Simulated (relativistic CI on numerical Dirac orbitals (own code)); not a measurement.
## Bi²⁴⁺: sensitivity of the levels to the model

Base calculation: Dirac-Coulomb-Breit CI, separate exchange-only KLI orbitals for each configuration, QED by a radiative potential, unscaled Slater integrals.

Configurations in the expansion (outside the closed core [Ar] 3d10): 4s2 4p6 4d10 4f13, 4s2 4p6 4d10 4f12 5s, 4s2 4p6 4d10 4f11 5s2, 4s2 4p6 4d10 4f12 5p, 4s2 4p6 4d10 4f11 5s 5p, 4s2 4p6 4d9 4f14, 4s2 4p6 4d10 4f11 5p2, 4s2 4p6 4d10 4f11 5s 5d, 4s2 4p6 4d10 4f12 5d, 4s2 4p6 4d10 4f11 5p 5d, 4s2 4p6 4d9 4f12 5s2, 4s2 4p5 4d10 4f14, 4s2 4p6 4d9 4f13 5s, 4s2 4p6 4d10 4f12 5f, 4s2 4p6 4d10 4f12 6s, 4s2 4p6 4d10 4f11 5d2, 4s2 4p6 4d9 4f12 5s 5p, 4s2 4p6 4d10 4f12 6p, 4s2 4p6 4d9 4f13 5p, 4s2 4p6 4d9 4f12 5p2, 4s2 4p6 4d10 4f12 5g, 4s2 4p6 4d10 4f12 6d, 4s 4p6 4d10 4f14, 4s2 4p6 4d8 4f14 5s, 4s2 4p6 4d10 4f12 6f, 4s2 4p6 4d10 4f12 7s, 4s2 4p5 4d10 4f12 5s2, 4s2 4p6 4d8 4f13 5s2, 4s2 4p6 4d10 4f12 7p, 4s2 4p6 4d8 4f14 5p, 4s2 4p6 4d8 4f14 5d, 4s2 4p5 4d10 4f13 5s, 4s2 4p5 4d9 4f14 5s, 4s 4p6 4d10 4f13 5s. Levels of other configurations are missing.

The lowest level and the first level of each name with at least 55 % of one term (blank where a level has no safe partner in the second run):

| Level | Base (cm⁻¹) | Shift (cm⁻¹) |
| --- | --- | --- |
| 4s2 4p6 4d10 4f13 2F°_7/2 | 0 | 0 |
| 4s2 4p6 4d10 4f13 2F°_5/2 | 45333 | -175 |
| 4s2 4p6 4d10 4f12 5s 4H_13/2 | 512046 | -4579 |
| 4s2 4p6 4d10 4f12 5s 4F_9/2 | 524720 | -4567 |
| 4s2 4p6 4d10 4f12 5s 4H_9/2 | 558643 | -4744 |
| 4s2 4p6 4d10 4f12 5s 4F_7/2 | 567757 | -4747 |
| 4s2 4p6 4d10 4f12 5s 2F_7/2 | 577394 | -4731 |
| 4s2 4p6 4d10 4f12 5s 4P_1/2 | 610091 | -4630 |
| 4s2 4p6 4d10 4f12 5s 2I_13/2 | 620048 | -4726 |
| 4s2 4p6 4d10 4f12 5s 2I_11/2 | 620295 | -4726 |
| 4s2 4p6 4d10 4f12 5s 4P_3/2 | 625924 | -4747 |
| 4s2 4p6 4d10 4f12 5s 2P_1/2 | 636521 | -4707 |
| 4s2 4p6 4d10 4f12 5s 2S_1/2 | 728780 | -4857 |
| 4s2 4p6 4d10 4f12 5p 4G°_11/2 | 927898 | -810 |

At this charge transitions that keep the count of f electrons are usually good to a few per cent. Terms inside the open d or f shell come out 10 to 20 % too wide with unscaled integrals. Levels that differ in their count of f electrons can be misplaced by several ten thousand cm⁻¹, since the correlation energy of f electrons is missing or only estimated; rates across such gaps can be off by orders of magnitude.

Question: One thing was changed in a second run, which moved the levels as shown. Which?
A. QED terms removed
B. configuration mixing switched off
C. Breit term removed
D. only the first 3 configurations

Answer: A. QED terms removed. QED shifts follow the density of s (and p1/2) electrons at the nucleus, so configurations move by their count of such electrons; where none moves, the smaller shifts of p3/2 electrons and of j = l + 1/2 against j = l − 1/2 set the pattern.

LS names give the leading component of a level, which can be under half, so a name can repeat, a term be missing and a line seem to break the LS rules.
